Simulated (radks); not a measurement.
Question: Radial electron density D(r) = 4 pi r^2 rho(r) of an atom or ion with 34 electrons. Method: Dirac Kohn-Sham, LDA (Slater exchange, Perdew-Wang correlation), spin-unpolarised, spherical densities, point nucleus; computed with a radial shooting solver on a logarithmic mesh with Libxc functionals.

| r (bohr) | D(r) (e/bohr) |
|---|---|
| 0.003 | 3.204 |
| 0.004001 | 5.213 |
| 0.005379 | 8.392 |
| 0.007232 | 13.07 |
| 0.009646 | 19.28 |
| 0.01297 | 27.13 |
| 0.01744 | 35.33 |
| 0.02326 | 41.53 |
| 0.03127 | 43.53 |
| 0.04204 | 40.46 |
| 0.05607 | 36.27 |
| 0.07538 | 37.53 |
| 0.1013 | 46.03 |
| 0.1352 | 51.50 |
| 0.1817 | 43.57 |
| 0.2443 | 30.40 |
| 0.3259 | 29.48 |
| 0.4381 | 34.91 |
| 0.5891 | 28.52 |
| 0.7857 | 14.79 |
| 1.056 | 6.585 |
| 1.42 | 4.692 |
| 1.894 | 3.393 |
| 2.547 | 1.519 |
| 3.424 | 0.3681 |
| 4.567 | 0.04524 |
| 6.14 | 0.002041 |

What is the nuclear charge?

Answer: Z = 35. The innermost maximum, from 1s, lies near gamma/Z bohr with gamma = sqrt(1 - (Z/c)^2) = 0.967, here 0.0276 bohr (found: 0.0300), and its height grows with Z. The density is that of the bromine ion Br+ in [Ar] 3d10 4s2 4p4; the configuration itself is not fixed sharply by these data, and Z only to about a unit. D(r) has 3 maxima, at r = 0.0300, 0.134, 0.449 bohr, and minima at 0.0627, 0.284 bohr, inside which lie 2.09, 11.00 electrons.
